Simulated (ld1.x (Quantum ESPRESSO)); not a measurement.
The numbers below are computed, except where a source is named.
**Potentials for Li (Z = 3) compared**

Generated with ld1.x 7.5 (TM, RRKJ, ultrasoft, PAW), atompaw 4.2 or ONCVPSP 4.0.1. The cutoff is in Ry: for ld1.x and atompaw files where the sum of valence levels is converged to 10 mRy in a Bessel basis, for ONCV files where the hardest occupied wave has 1 mHa per electron of residual kinetic energy. The error is the largest all-electron minus pseudo excitation energy over each file’s own four to seven test configurations (ionisations up to +4, promotions, holes and added fractions of an electron), all of which were solved. The labels leave out finer settings (local radius, basis sizes, second energies), which also bear on the numbers. Spin-polarised tests are not counted. The rows are a selection from randomly drawn settings: files with unsolved tests, undetermined cutoffs or missed reference levels are left out.

| potential | cutoff (Ry) | largest error (meV) | bound ghosts |
| --- | --- | --- | --- |
| RRKJ, PBE, fully relativistic, rc 0.70/4.20 (sp), local p, core correction no, reference 1s2 2s0 2p1 | 160 | +355 | none |
| TM, PBEsol, scalar-relativistic, rc 2.00/4.20/3.85 (spd), local d, core correction no, reference 2s0 2p1 | 6 | -4.9 | none |
| TM, LDA (PZ), fully relativistic, rc 2.00/4.20 (sp), local smoothed, core correction yes, reference 2s1 2p0 | 6 | -4.9 | none |

(1) Fill in the row for Li: TM, LDA (PZ), scalar-relativistic, rc 2.50/4.20/3.35 (spd), local d, core correction no, reference 2s1 2p0.

(2) Fill in the row for Li: TM, LDA (PZ), non-relativistic, rc 2.00/4.20/3.30 (spd), local d, core correction no, reference 2s1 2p0.

## Answers

(1) cutoff 6 Ry, largest error +6.0 meV, bound ghosts: none.

(2) cutoff 6 Ry, largest error +6.0 meV, bound ghosts: none.
